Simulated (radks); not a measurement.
The numbers below are computed, except where a source is named.
Task: The mean radii <r> (bohr) of the occupied orbitals of an atom or ion are listed with their occupations. Code: a radial shooting solver on a logarithmic mesh with Libxc functionals. Model: scalar-relativistic Kohn-Sham, PBEsol, spin-polarised, spherical densities, finite nucleus; Fermi nuclear charge, rms radius of each element as measured or else 0.836 A^(1/3) + 0.57 fm.

| orbital | occ. | <r> |
|---|---|---|
| 1s up | 1 | 0.01580 |
| 1s down | 1 | 0.01580 |
| 2s up | 1 | 0.06651 |
| 2s down | 1 | 0.06651 |
| 2p up | 3 | 0.06055 |
| 2p down | 3 | 0.06055 |
| 3s up | 1 | 0.1717 |
| 3s down | 1 | 0.1717 |
| 3p up | 3 | 0.1738 |
| 3p down | 3 | 0.1738 |
| 3d up | 5 | 0.1575 |
| 3d down | 5 | 0.1575 |
| 4s up | 1 | 0.3772 |
| 4s down | 1 | 0.3772 |
| 4p up | 3 | 0.4027 |
| 4p down | 3 | 0.4027 |
| 4d up | 5 | 0.4226 |
| 4d down | 5 | 0.4226 |
| 5s up | 1 | 0.8309 |
| 5s down | 1 | 0.8309 |
| 4f up | 7 | 0.4411 |
| 4f down | 7 | 0.4410 |
| 5p up | 3 | 0.9483 |
| 5p down | 3 | 0.9476 |
| 5d up | 5 | 1.237 |
| 5d down | 5 | 1.227 |
| 6s up | 1 | 2.139 |
| 6s down | 1 | 2.114 |
| 6p up | 2 | 2.857 |
| 7s up | 1 | 6.269 |

Name the element and its charge. Open shells, if any, are filled with parallel spins first.

Result: Z = 83, bismuth, charge 0: Bi in [Hg] 6p2 7s1. The 1s radius gives Z: for a bare nucleus <r> = (2 gamma + 1)/(2Z) with gamma = sqrt(1 - (Z/c)^2), 0.01561 bohr for Z = 83, and screening makes it slightly larger (0.01580 here). The occupations add up to 83, and the charge is Z minus that.
